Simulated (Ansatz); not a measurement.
Job for Ansatz (a quantum-chemistry and plane-wave program): R-wB97M-V/def2-TZVPPD on C2H7NO (a complex). Files ending in .json are basis or fitting sets from the Basis Set Exchange.

Ansatz 0.2 input:
```yaml
crystal:
  periodic: [false, false, false]
  atoms:
    - {symbol: C, position_ang: [0.08629184, 0.29096822, 0.74281492]}
    - {symbol: O, position_ang: [-0.32809843, -0.83120190, 0.60768730]}
    - {symbol: H, position_ang: [1.14558014, 0.50676769, 0.96734744]}
    - {symbol: H, position_ang: [-0.55627815, 1.17827513, 0.60106447]}
    - {symbol: C, position_ang: [0.24823088, -0.51783601, 3.87959862]}
    - {symbol: N, position_ang: [-0.24448694, 0.75988887, 3.36113679]}
    - {symbol: H, position_ang: [1.33814469, -0.49148800, 3.91494909]}
    - {symbol: H, position_ang: [-0.03823762, -1.31371897, 3.19161875]}
    - {symbol: H, position_ang: [-0.12011756, -0.77284743, 4.88018048]}
    - {symbol: H, position_ang: [0.07301301, 1.53437517, 3.93145541]}
    - {symbol: H, position_ang: [-1.25741269, 0.78058376, 3.36230742]}
basis:
  gaussian:
    orbitals: def2-TZVPPD.json
hamiltonian:
  xc: {name: wB97M-V}
scf: {lower_state_search: off}
```

The log:

```
WARN ansatz: RAYON_NUM_THREADS=1 ignored (pool sized by the plan → 1); use --threads N
Functional definition: wB97M-V
these checks for a lower state are left out or cut short: stability, starts, cluster_reference, orbital_swaps, neighbouring_geometries, increment
integrals: 0.22 GiB planned
1124 factors; their error is unknown
integrals: 0.25 GiB planned
367 factors; integrals over basis functions are off by at most 2.5e-5 eV
mean field: 1.95 GiB planned
mean field evaluation 1: about -5718.1839 eV, gradient 5.7e1 eV
mean field evaluation 2: about -5717.5286 eV, gradient 6.3e1 eV
mean field evaluation 4: about -5724.1458 eV, gradient 3.0e0 eV
mean field evaluation 8: about -5724.1715 eV, gradient 5.0e-2 eV
mean field evaluation 16: about -5724.1511 eV, gradient 5.8e-5 eV
mean field -5724.15110176 eV, -210.3586730208 hartree, gradient 6.3e-6 eV, S^2 0.000000; 0 other end points of the search recorded, 0 dependent functions left out
reference -5724.15116329 eV, -210.3586752818 hartree; 17, 17 occupied and 253, 253 virtual orbitals, 1124 factors
Total energy: -5724.15116329 eV, -210.3586752818 hartree
Checks for a lower state left out: stability, starts, cluster_reference, orbital_swaps, neighbouring_geometries, increment
```

The calculation finished and met its thresholds.

Cost: very roughly 15 core-seconds.
